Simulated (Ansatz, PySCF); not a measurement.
Process, species as SMILES: Br[SiH2]Br [dibromosilane] + [SiH4] (SiH4) → 2 [SiH3]Br [bromosilane]
Structures are relaxed separately at B3LYP-D3(BJ)/def2-TZVP in Ansatz (a first-principles code). Frequencies are from Ansatz or PySCF.
Geometry of the first species:
```
Si
H 1 1.4707
H 1 1.4707 2 112.63
Br 1 2.2217 2 108.35 3 119.84
Br 1 2.2217 2 108.35 3 -119.84
```

Property: bond separation energy (0 K, with B3LYP-D3(BJ) harmonic zero-point energies), in kcal/mol. Valence correlation only, unless marked. No spin-orbit coupling. The frozen core is the preceding noble-gas configuration, with the filled d and f shells of earlier blocks. No relativistic terms. CBS marks a two-point X^-3 extrapolation of the correlation energy; Hartree-Fock from the larger set.

```
level                                        program  bond separation energy (kcal/mol)
------------------------------------  --------------  ---------------------------------
PBE/def2-TZVPD                                Ansatz                                [?]
revPBE-D4/def2-TZVPD                  Ansatz + dftd4                                [?]
PBE0/def2-TZVP                                Ansatz                                1.0
BHLYP-D4/def2-TZVPD                   Ansatz + dftd4                                1.0
r2SCANh-D4/def2-TZVPD                 Ansatz + dftd4                                1.3
HSE06-D3(BJ)/def2-TZVPD               Ansatz + dftd3                                1.3
CAM-B3LYP-D3(BJ)/def2-TZVPD           Ansatz + dftd3                                1.0
B2GP-PLYP-D3(BJ)/def2-TZVPD           Ansatz + dftd3                                1.3
B2GP-PLYP-D4/def2-TZVPD               Ansatz + dftd4                                1.1
SCS-MP2/def2-TZVPP                            Ansatz                                0.9
CCSD/STO-3G                                   Ansatz                                0.2
CCSD/def2-SVP                                 Ansatz                                1.0
CCSD(T)/CBS(def2-TZVPPD,def2-QZVPPD)          Ansatz                                1.0
```

Question: Fill in the missing entries.

Answer: 
- PBE/def2-TZVPD, bond separation energy (kcal/mol): 1.4
- revPBE-D4/def2-TZVPD, bond separation energy (kcal/mol): 2.2
